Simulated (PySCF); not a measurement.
Chemical shifts up a ladder of levels

System: C11H14O2 (measured compound), SMILES CC(C)(C)OC(=O)c1ccccc1.

Atom-mapped SMILES (hydrogens are numbered by the atom that bears them): [CH3:1][C:2]([CH3:3])([CH3:4])[O:5][C:6](=[O:7])[c:8]1[cH:9][cH:10][cH:11][cH:12][cH:13]1

GIAO shifts in ppm, gas phase, PySCF SCF with an in-house response code; 1H, 13C and 29Si against isolated TMS and 19F against isolated CFCl3 at the same level and kind of geometry; averaged over atoms that symmetry or fast rotation interchanges.

```json
{"atom": "C1/3/4", "KT3/pcSseg-1 on GFN2-xTB": "28.3", "KT3/pcSseg-2 on PBE0-D3(BJ)": "28.1"}
{"atom": "C2", "KT3/pcSseg-1 on GFN2-xTB": "81.1", "KT3/pcSseg-2 on PBE0-D3(BJ)": "82.4"}
{"atom": "C6", "KT3/pcSseg-1 on GFN2-xTB": "158.9", "KT3/pcSseg-2 on PBE0-D3(BJ)": "161.1"}
{"atom": "C8", "KT3/pcSseg-1 on GFN2-xTB": "125.1", "KT3/pcSseg-2 on PBE0-D3(BJ)": "129.9"}
{"atom": "C9/13", "KT3/pcSseg-1 on GFN2-xTB": "123.8", "KT3/pcSseg-2 on PBE0-D3(BJ)": "128.0"}
{"atom": "C10/12", "KT3/pcSseg-1 on GFN2-xTB": "121.7", "KT3/pcSseg-2 on PBE0-D3(BJ)": "125.6"}
{"atom": "C11", "KT3/pcSseg-1 on GFN2-xTB": "125.6", "KT3/pcSseg-2 on PBE0-D3(BJ)": "129.9"}
{"atom": "H on 1/3/4", "KT3/pcSseg-1 on GFN2-xTB": "1.73", "KT3/pcSseg-2 on PBE0-D3(BJ)": "1.56"}
{"atom": "H on 9/13", "KT3/pcSseg-1 on GFN2-xTB": "8.17", "KT3/pcSseg-2 on PBE0-D3(BJ)": "8.18"}
{"atom": "H on 10/12", "KT3/pcSseg-1 on GFN2-xTB": "7.40", "KT3/pcSseg-2 on PBE0-D3(BJ)": "7.34"}
{"atom": "H on 11", "KT3/pcSseg-1 on GFN2-xTB": "7.43", "KT3/pcSseg-2 on PBE0-D3(BJ)": "7.40"}
```

(1) What are the shifts at PBE0/pcSseg-2 on PBE0-D3(BJ)?

Results:

(1) 
```
      atom  shift / ppm
    C1/3/4         29.0
        C2         82.2
        C6        173.2
        C8        141.4
     C9/13        140.6
    C10/12        137.1
       C11        142.3
H on 1/3/4         1.57
 H on 9/13         8.52
H on 10/12         7.64
   H on 11         7.73
```
